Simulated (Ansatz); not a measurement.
```yaml
crystal:
  periodic: [false, false, false]
  atoms:
    - {symbol: C, position_ang: [-0.298451, -1.640117, -0.454802]}
    - {symbol: C, position_ang: [-0.033787, -0.135765, -0.438389]}
    - {symbol: C, position_ang: [1.289643, 0.192874, -1.126875]}
    - {symbol: C, position_ang: [-1.189086, 0.628385, -1.082503]}
    - {symbol: N, position_ang: [0.064131, 0.282200, 0.930766]}
    - {symbol: V, position_ang: [0.173142, 0.750656, 2.446992]}
    - {symbol: F, position_ang: [1.754694, 1.431339, 2.665059]}
    - {symbol: F, position_ang: [-0.058798, -0.653254, 3.440705]}
    - {symbol: F, position_ang: [-1.070075, 1.932029, 2.713344]}
    - {symbol: H, position_ang: [0.514739, -2.180987, 0.031505]}
    - {symbol: H, position_ang: [-1.229676, -1.874382, 0.063119]}
    - {symbol: H, position_ang: [-0.377819, -1.985073, -1.488141]}
    - {symbol: H, position_ang: [2.116180, -0.332504, -0.646085]}
    - {symbol: H, position_ang: [1.242459, -0.115105, -2.173776]}
    - {symbol: H, position_ang: [1.490048, 1.264608, -1.087668]}
    - {symbol: H, position_ang: [-1.010809, 1.704013, -1.042997]}
    - {symbol: H, position_ang: [-2.127950, 0.413225, -0.570074]}
    - {symbol: H, position_ang: [-1.286085, 0.329056, -2.128483]}
basis:
  gaussian: {orbitals: cc-pVTZ-PP}
hamiltonian: {xc: {name: HF}}
correlation: {method: bccd_t, diis_vectors: 1}
accuracy: high
```

```sh
$ ansatz run in.yaml --threads 4 --pin off --events-out ev --progress --plain --max-ram 46080MiB --backend cpu
```

It prints (some lines left out):

```
Functional definition: HF
Error: <dir> the basis set cc-pVTZ-PP has no functions for C
```

Problem. Something in this input is off. What?

Solution. The basis set is misnamed or doesn't suit the job. The program refused the input.
